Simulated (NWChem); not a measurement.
AlH2O2F; SMILES [OH][Al]([OH])[F]

```xyz
6

Al    -0.0091     0.0332     0.0000
F     -1.6367     0.3100     0.0000
O      1.0347     1.3753     0.0000
H      1.9885     1.2256     0.0000
O      0.6119    -1.5533     0.0000
H      0.0155    -2.3120     0.0000
```
Atoms are numbered in this order, from 1.

All runs: NWChem. All runs use the structure optimised with B3LYP/6-31G* (spherical d). Vzz is the largest principal value of the second derivative of the potential at the nucleus (NWChem prints the opposite sign); η is the asymmetry. Non-relativistic.

Estimate the computed values for PBE/def2-TZVP. Quantities: Vzz Al1 (a.u.); η Al1; Vzz O5 (a.u.); η O5.

Vzz Al1 (a.u.): 0.954
η Al1: 0.24
Vzz O5 (a.u.): 1.299
η O5: 0.23
